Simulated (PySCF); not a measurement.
**Shapes and spin states of HFeS**

Level of theory: PBE0/[Fe def2-TZVP, S def2-TZVP, H def2-TZVP], no relativity, density fitting, PySCF.

Relaxations began from a few typed shapes and spin states; open shells are unrestricted. The search is not exhaustive: other isomers or separated fragments can lie lower, and high-lying points may rest on an excited occupation.

Task: Order these stationary points by electronic energy, lowest first, in kJ/mol from the lowest minimum.
A. broken-symmetry Ms = 3/2 (⟨S²⟩ 4.66) C∞v: Fe–H 1.633 Å, Fe–S 2.203 Å; H–Fe–S 180.0°
B. quartet (⟨S²⟩ 3.97) Cs: Fe–H 1.540 Å, Fe–S 1.986 Å; H–Fe–S 94.0°
C. broken-symmetry Ms = 1/2 (⟨S²⟩ 1.89) Cs: Fe–H 1.517 Å, Fe–S 1.987 Å; H–Fe–S 97.6°
D. sextet C∞v: Fe–H 1.629 Å, Fe–S 2.060 Å; H–Fe–S 180.0°

Result: D (0.0), A (11.3), B (26.7), C (112.1).

Task: Which of them are minima?

Result: By energy in kJ/mol, 0.0: minimum; 11.3: minimum; 26.7: minimum; 112.1: minimum.

For the lowest minimum: other spin states or occupations of the open shell can lie lower.

The electron or spin density has lower symmetry than the nuclear frame for the broken-symmetry Ms = 3/2 (⟨S²⟩ 4.66) C∞v at 11.3 kJ/mol, broken-symmetry Ms = 1/2 (⟨S²⟩ 1.89) Cs at 112.1 kJ/mol.
